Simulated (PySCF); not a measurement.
In(H)(Me)2(MeCN), C4H10InN, singlet, GFN2-xTB optimised geometry. Atoms within 1.6 Å of the plane z = 1.2 Å (x, y, z in Å): In1 (-0.21, -0.56, 0.00), C3 (-1.41, 1.30, 0.00), H4 (-2.41, 1.13, 0.42), H6 (-0.91, 2.05, 0.61), C7 (2.01, -0.56, 0.00), H9 (2.41, -1.48, 0.41), H10 (2.36, 0.28, 0.61), N13 (-0.51, -1.16, 2.29).

Calculation: PySCF with CAM-B3LYP/def2-TZVP, def2 effective core potentials past Kr. The core electrons that the potentials of In replace are not part of the density.

Map of the electrostatic potential (hartree/e), clipped to [-0.08, 0.12] on the plane z = 1.2 Å:

```
|........  .....................|
|.....        ..................|
|....         ..................|
|...          ..................|
|...         ...................|
|..         ..:.................|
|..        .:=-:................|
|...       :+%*-:...............|
|...       -#@%=:..  ...........|
|..........-*%*-...   ..........|
|.....::-::--=-..... ...........|
|....:-==-::::.........:::...  .|
|....::==::::..::::...:-=-:.    |
|.....:::...::-=+=-:..-*%*-.    |
|...........-+#@@#+-..-%@#-.    |
|..........:+%@@@@#=:.-*%+:     |
|.........:=#@@@@@@=:.:--:.     |
|.........:=%@@@@@@+:::-:.      |
|.........:=%@@@@@%=:.:::.      |
|.........:-*@@@@@#-...:-:.     |
|..........:=#@@@#+:...-=-:.    |
|...........:=+*+=-:...-=-:..  .|
|............:---::....:-::.....|
|...............:.......::......|
|:..............................|
|::::...........................|
|::::::.........................|
|::::::::::.....................|
|:::::::::::::..................|
|:::::::::::::::::..............|
|:::::::::::::::::::............|
```
Scale: ten equal steps from -0.028 (start of ' ') to 0.120 (end of '@'), in the order ' .:-=+*#%@'; x runs from -4.50 to 4.50, y from -4.50 (bottom) to 4.50 (top).
